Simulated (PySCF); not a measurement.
Gas-phase reaction: InH₃ + HF ⇌ InF + 4 H

Energies from PySCF, thermal terms from the rigid-rotor harmonic-oscillator model, ideal gas at 1 bar. † marks an energy on the PBE0/def2-TZVP geometry and frequencies; other levels use their own. MP2 and CCSD(T) freeze the core. Open shells (unrestricted): H (multiplicity 2); the rest are closed-shell singlets. In: scalar-relativistic def2 core potential, no spin-orbit coupling. InH₃: computed as isolated molecules; such fragments, hydroxides, amides, oligomers or adducts are transient or little studied in the gas. MP2 isn't extrapolated to the basis-set limit; its ΔH°(298 K) is 649.5 kJ in def2-SVP and 673.5 kJ in def2-TZVPP. CCSD(T) isn't extrapolated to the basis-set limit; its ΔH°(298 K) is 692.1 kJ in def2-SVP and 731.5 kJ in def2-TZVPP. The harmonic model lacks anharmonicity and excited electronic states, which grow with temperature; levels with a mode under 35 cm⁻¹ are left out.

ΔH° and ΔS° at 298 K: BLYP/def2-TZVP† 674 kJ, 292 J/K; CCSD(T)/def2-TZVPP† 731 kJ, 292 J/K; MP2/def2-SVP† 649 kJ, 292 J/K; MP2/def2-TZVPP† 673 kJ, 292 J/K; PBE0/def2-TZVP 694 kJ, 292 J/K.

**Question.** With the heat capacities included, give log10 K (1 bar) at 500, 800, 1200, 1400, 2000 K from BLYP/def2-TZVP†, CCSD(T)/def2-TZVPP†, MP2/def2-SVP†, MP2/def2-TZVPP†, PBE0/def2-TZVP.

**Answer.** 
| T (K) | BLYP/def2-TZVP† | CCSD(T)/def2-TZVPP† | MP2/def2-SVP† | MP2/def2-TZVPP† | PBE0/def2-TZVP |
|---|---|---|---|---|---|
| 500 | -54.9 | -60.9 | -52.3 | -54.8 | -57.0 |
| 800 | -28.1 | -31.8 | -26.4 | -28.0 | -29.4 |
| 1200 | -13.0 | -15.5 | -11.9 | -12.9 | -13.8 |
| 1400 | -8.6 | -10.7 | -7.7 | -8.6 | -9.3 |
| 2000 | -0.7 | -2.2 | -0.1 | -0.7 | -1.2 |
